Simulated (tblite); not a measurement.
Start geometry of `C=C[SiH2][C@@](C)(Cl)C(C)C` from a force field or distance geometry (Å):
```
atom  x, y, z in Å
C1     3.2203   -0.9096   -0.9555
C2     2.7052   -0.2772    0.1087
Si3    1.2576   -0.8204    1.1077
C4    -0.2782    0.4073    0.8750
C5    -1.4833   -0.0876    1.7198
Cl6    0.3324    1.9305    1.6734
C7    -0.6342    0.6985   -0.6209
C8    -1.6482    1.8384   -0.7958
C9    -1.1655   -0.5371   -1.3707
H10    2.7797   -1.8247   -1.3474
H11    4.0804   -0.5099   -1.4685
H12    3.1715    0.6268    0.4822
H13    0.8249   -2.1720    0.6714
H14    1.6214   -0.9125    2.5380
H15   -1.8684   -1.0355    1.3465
H16   -1.2190   -0.2352    2.7787
H17   -2.3054    0.6375    1.6949
H18    0.2793    1.0072   -1.1357
H19   -1.3010    2.7793   -0.3677
H20   -1.8265    2.0196   -1.8598
H21   -2.6237    1.5978   -0.3423
H22   -2.1246   -0.8765   -0.9576
H23   -1.3351   -0.2808   -2.4138
H24   -0.4716   -1.3756   -1.3530
```

Task: What comes out of this run: GFN2-xTB geometry optimisation, gas phase (tblite)?

Result: 
```
atom  x, y, z in Å
C1     3.1239   -1.0458   -0.9617
C2     2.5514   -0.2875   -0.0403
Si3    1.1709   -0.8468    1.1042
C4    -0.2895    0.3915    0.8893
C5    -1.5019   -0.0254    1.6998
Cl6    0.3715    1.8915    1.6738
C7    -0.5998    0.7557   -0.5677
C8    -1.7192    1.7885   -0.7061
C9    -0.9362   -0.4829   -1.3962
H10    2.8229   -2.0692   -1.1183
H11    3.9177   -0.6876   -1.5998
H12    2.9003    0.7319    0.0757
H13    0.7281   -2.2106    0.7901
H14    1.5873   -0.7768    2.5068
H15   -1.9360   -0.9270    1.2732
H16   -1.2076   -0.2447    2.7240
H17   -2.2596    0.7553    1.7253
H18    0.3147    1.1945   -0.9846
H19   -1.5374    2.6430   -0.0591
H20   -1.7656    2.1435   -1.7333
H21   -2.6843    1.3547   -0.4552
H22   -1.8168   -0.9868   -1.0057
H23   -1.1419   -0.1878   -2.4230
H24   -0.1047   -1.1829   -1.4035
```

The energy falls by 18.6 kJ/mol over 111 L-BFGS steps, the largest force on an atom goes from 1.39 to 0.009 eV/Å, and the atoms move by 0.238 Å rms after alignment. The bond that changes most is Si3–C4 (SiH2 silicon to sp3 C–Cl carbon), which shortens by 0.053 Å. Bonds longer at the end by more than 0.005 Å: 1 of 23; shorter: 15. Among the angles that change most is C2–Si3–C4, from 111.3° to 107.3°. Among the dihedrals that turn most is H12–C2–Si3–C4, from 70° to 55°. Rotational constants go from 1322, 861.6, 716.2 to 1387, 892.9, 741.2 MHz. The orientation of the end geometry is arbitrary; only internal coordinates are fixed.

Time: 1.3 s. Hardware: an Arm Neoverse V1 with one thread, shared host.

Its GFN2-xTB frequencies are all real (lowest 42 cm⁻¹). The numbers are those of one conformer. 3 starts were optimised and ended at 0.00, 0.68 and 1.10 kcal/mol (GFN2-xTB); the lowest of these is shown.

These are computed values.
